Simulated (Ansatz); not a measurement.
Steps of a relaxation of C₂HF₃Ti (`C#[C][Ti]([F])([F])[F]`) with RKS PBE-D4/def2-SVP.

```sh
$ ansatz run in.yaml --threads 4 --pin off --events-out ev --progress --plain --max-ram 10444MiB
```

```yaml
crystal:
  periodic: [false, false, false]
  atoms:
    - {symbol: C, position_ang: [0.057200, -1.642900, 1.498600]}
    - {symbol: C, position_ang: [-0.004000, -0.721000, 0.662200]}
    - {symbol: Ti, position_ang: [-0.048800, 0.812300, -0.782200]}
    - {symbol: F, position_ang: [-1.303700, 0.461400, -2.077100]}
    - {symbol: F, position_ang: [1.697900, 0.886300, -1.652000]}
    - {symbol: F, position_ang: [-0.380800, 2.504200, 0.090700]}
    - {symbol: H, position_ang: [0.043500, -2.368400, 2.214100]}
basis:
  gaussian: {orbitals: def2-SVP}
hamiltonian: {xc: pbe, dispersion: d4}
relax: {f_tol: 0.03, max_steps: 200}
```

Positions (Å) and forces (eV/Å) along the path, 5 of 5 steps:

```xyz
7
step=1 energy=-33332.3348 eV
C     0.057   -1.643    1.499   -0.193    2.736   -2.481
C    -0.004   -0.721    0.662    0.029    0.647   -0.750
Ti   -0.049    0.812   -0.782    1.274    1.827   -0.885
F    -1.304    0.461   -2.077    1.738    0.468    1.950
F     1.698    0.886   -1.652   -3.496   -0.176    1.774
F    -0.381    2.504    0.091    0.579   -3.311   -1.678
H     0.043   -2.368    2.214    0.069   -2.191    2.068
7
step=2 energy=-33333.4954 eV
C     0.048   -1.560    1.420   -0.153    0.460   -0.295
C     0.004   -0.642    0.588    0.103   -0.277    0.201
Ti   -0.005    0.808   -0.764    0.366    1.279   -0.843
F    -1.259    0.426   -1.953    0.606    0.204    0.591
F     1.601    0.865   -1.561   -1.250   -0.052    0.638
F    -0.357    2.362    0.058    0.257   -1.192   -0.623
H     0.030   -2.327    2.167    0.071   -0.423    0.332
7
step=3 energy=-33333.5893 eV
C     0.030   -1.546    1.431    0.001   -0.095    0.084
C     0.018   -0.642    0.588    0.002    0.179   -0.168
Ti   -0.002    0.826   -0.787   -0.001   -0.067    0.069
F    -1.248    0.442   -1.948    0.088    0.079    0.046
F     1.571    0.867   -1.544   -0.121    0.045    0.023
F    -0.348    2.322    0.046    0.030   -0.077   -0.117
H     0.040   -2.337    2.169    0.001   -0.064    0.063
7
step=4 energy=-33333.5825 eV rejected
C     0.031   -1.566    1.449   -0.014    0.857   -0.800
C     0.018   -0.650    0.592    0.015   -0.930    0.869
Ti   -0.003    0.823   -0.785    0.000   -0.076    0.072
F    -1.241    0.468   -1.959    0.009    0.011    0.000
F     1.560    0.888   -1.554   -0.011    0.007   -0.002
F    -0.345    2.331    0.018    0.002   -0.002   -0.013
H     0.041   -2.361    2.194   -0.001    0.133   -0.125
7
step=5 energy=-33333.5933 eV
C     0.030   -1.552    1.437    0.004   -0.006   -0.001
C     0.019   -0.647    0.591   -0.001   -0.028    0.028
Ti   -0.002    0.819   -0.781   -0.007   -0.010    0.000
F    -1.242    0.456   -1.952    0.008    0.021   -0.005
F     1.562    0.878   -1.548   -0.005    0.018   -0.009
F    -0.346    2.323    0.030    0.002    0.010   -0.021
H     0.041   -2.345    2.176   -0.001   -0.005    0.008
```

Hardware: 4 threads of an Arm Neoverse V2 on a shared host. Wall time 6 s, peak host memory 0.16 GiB.
